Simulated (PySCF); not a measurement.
**Radial density of W (tungsten, neutral)**

PBEsol, [Xe] 4f14 5d3 6s2 6p1, one real determinant (an excited configuration). All numbers are calculated (PySCF 2.14, a scalar-relativistic core potential, in aug-cc-pwCVTZ-PP with ECP60MDF (8s8p7d4f3g, 122 functions)). This is the valence pseudo-density: the core potential removes the inner electrons and smooths the orbitals near the nucleus.

```tsv
r (bohr)	4πr²ρ (e/bohr)	4πr²(ρα − ρβ)
0.241	0.0002431	0.0000
0.405	0.05461	0.0020
0.680	3.697	0.1589
1.14	10.46	1.3507
1.93	3.659	1.4944
3.24	1.246	0.6808
5.45	0.2220	0.1606
9.16	0.009798	0.0093
15.4	5.204e-05	0.0001
```

⟨L²⟩ = 15.65 against 20 for a pure G term, so this real determinant mixes terms. Energies and moments cover only the electrons outside the core potential. Spin-orbit coupling, absent here, splits the open shell strongly. ⟨S²⟩ = 6.64 against 6.00 shows spin contamination. The s, p, d and f populations moved away from the nominal configuration during the SCF.
